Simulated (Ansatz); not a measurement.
Input for Ansatz (a program for electronic structure): U-CCSD(T)/def2-TZVPP on CF-, 2S+1 = 3, a spin state set in the input, which need not be the lowest, a point of a bond scan (R = 1.438 Å). Charge -1.

Ansatz 0.2 input:
```yaml
crystal:
  periodic: [false, false, false]
  atoms:
    - {symbol: C, position_ang: [0.00000000, 0.00000000, 0.00000000]}
    - {symbol: F, position_ang: [0.00000000, 0.00000000, 1.43769300]}
basis:
  gaussian:
    orbitals: def2-TZVPP
    pivot_positions_ang: [[0.00000000, 0.00000000, 0.00000000], [0.00000000, 0.00000000, 1.43769300]]
total_charge: -1
magnetization: {spin_polarized: true, initial_magnetization: 2}
correlation: {method: ccsd_t, electrons: valence}
output: {orbitals: {seedname: ./end}}
```

The head of its log:

```
WARN ansatz: RAYON_NUM_THREADS=2 ignored (pool sized by the plan → 2); use --threads N
Functional definition: HF
integrals: 0.04 GiB planned
439 factors; integrals over basis functions are off by at most 4.7e-4 eV
mean field: 0.10 GiB planned
mean field evaluation 1: about -3728.2034 eV, gradient 3.6e1 eV
mean field evaluation 2: about -3728.2068 eV, gradient 3.6e1 eV
mean field evaluation 4: about -3733.7226 eV, gradient 4.5e0 eV
mean field evaluation 8: about -3734.0058 eV, gradient 8.7e-2 eV
mean field evaluation 16: about -3733.7218 eV, gradient 4.5e0 eV
mean field -3734.00640023 eV, -137.2222042081 hartree, gradient 1.1e-6 eV, S^2 2.030880; 0 other end points of the search recorded, 0 dependent functions left out
2 core orbitals not correlated
reference -3734.00640023 eV, -137.2222042081 hartree; 7, 5 occupied and 53, 55 virtual orbitals, 439 factors
```

**Question.** Predict the final total energy.

**Answer.** -137.6124 hartree (reference determinant -137.2222, T1 diagnostic 0.019).
